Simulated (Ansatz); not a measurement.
Reaction: CHClF2 (chloro(difluoro)methane, SMILES FC(F)Cl) → CClF2 (SMILES F[C](F)Cl, doublet) + H (doublet) (the C-H bond breaks)
Each species at its own B3LYP-D3(BJ)/def2-TZVP minimum (Ansatz, an electronic-structure program).

Wanted: bond dissociation energy (electronic), in kcal/mol. UHF or UKS for unpaired electrons; spin-orbit terms are left out. CBS(X,Y): correlation extrapolated as X^-3, Hartree-Fock from the larger set (Q,5: extrapolated as (X+1)exp(-9√X)). A bracket is a step between two methods taken in the basis named. The functionals are non-relativistic, so their misses hold any scalar relativity. 'core' is core correlation in cc-pwCVTZ (1s frozen past Ne), 'X2C' scalar relativity in cc-pVTZ-DK, both at CCSD(T). Where a partner has so few electrons that a lower coupled-cluster level is exact, that level stands in.

CCSD(T)/CBS(cc-pV(Q+d)Z,cc-pV(5+d)Z) + [CCSDT(Q) - CCSD(T)]/cc-pV(D+d)Z + core + X2C (Ansatz) gives 108.6 kcal/mol.

Q: What does PBE/def2-TZVPD (Ansatz) give here, and how do the other levels compare?

A: PBE gives 101.7 kcal/mol, 6.9 kcal/mol below it. Differences of the others: r2SCAN/def2-TZVPD (Ansatz) -6.8; B3LYP/def2-TZVPD (Ansatz) -3.9; PBE0/def2-TZVPD (Ansatz) -5.7; CCSD(T)/CBS(cc-pV(Q+d)Z,cc-pV(5+d)Z) + core + X2C (Ansatz) 0.2 kcal/mol. Nearer than PBE: r2SCAN/def2-TZVPD, B3LYP/def2-TZVPD, PBE0/def2-TZVPD, CCSD(T)/CBS(cc-pV(Q+d)Z,cc-pV(5+d)Z) + core + X2C.
